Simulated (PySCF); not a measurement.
Fe(OH)3 (FeH3O3), SMILES [OH][Fe]([OH])[OH] (connectivity only; charge and spin as stated), neutral, multiplicity 6. Atoms are numbered in the order given.

```xyz
7

Fe     0.0000     0.0000     0.0000
O     -1.7964    -0.1095     0.0000
H     -2.3623     0.6777     0.0000
O      0.8034     1.6105     0.0000
H      1.7680     1.7070     0.0000
O      0.9930    -1.5010     0.0000
H      0.5943    -2.3846     0.0000
```
Charge 0, spin multiplicity 6.

Geometry: TPSSh-D3(BJ)/def2-SVP. The spin state was assumed, not searched. The values are those of a single conformer.

These are PySCF with r2SCAN/def2-TZVPD values and carry that method's errors.

Mulliken values depend strongly on the basis, most of all with diffuse functions as here. ESP charges are fitted to the potential on shells at 1.4 to 2.0 van der Waals radii. Atomic charges (e):

```csv
atom,ESP fit,Mulliken,Mulliken spin
Fe1,1.06,1.39,4.23
O2,-0.77,-0.74,0.25
H3,0.42,0.28,0.01
O4,-0.77,-0.74,0.25
H5,0.42,0.28,0.01
O6,-0.77,-0.74,0.25
H7,0.42,0.28,0.01
```
